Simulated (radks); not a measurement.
Fractional charge and spin in the 2s shell of neon: the spin-up occupation runs from 0 to 1 and the spin-down occupation from 0 to 1; the fullest corner is Ne+, [He] 2p(up 2.5, down 2.5) 2s(up 1, down 1). Calculated with a radial shooting solver on a logarithmic mesh with Libxc functionals: scalar-relativistic Kohn-Sham, BLYP, spin-polarised, spherical densities, point nucleus. Energy (eV) above the fullest corner. The planes named below are the two flat planes that join the four corners, with an edge along up + down = one added electron.

\begin{tabular}{lrrr}
down \ up & 0 & 0.5 & 1 \\ \hline
0 & 156.326 & 108.186 & 65.828 \\
0.5 & 108.186 & 66.485 & 30.298 \\
1 & 65.828 & 30.298 & 0.000 \\
\end{tabular}

Corners above the fullest one (they belong to Ne2+ and the next ion): (up 1, down 0) 65.828 eV, (up 0, down 1) 65.828 eV, (up 0, down 0) 156.33 eV. With half an added electron in each spin the energy lies 0.658 eV from the planes, and with half an added electron in spin up alone -2.891 eV. The planes are only a guide here: the flat-plane condition holds for ground states with one frontier orbital, while this shell lies below other occupied shells, so the corners above the fullest one are inner-hole states and not the ground states of those ions.
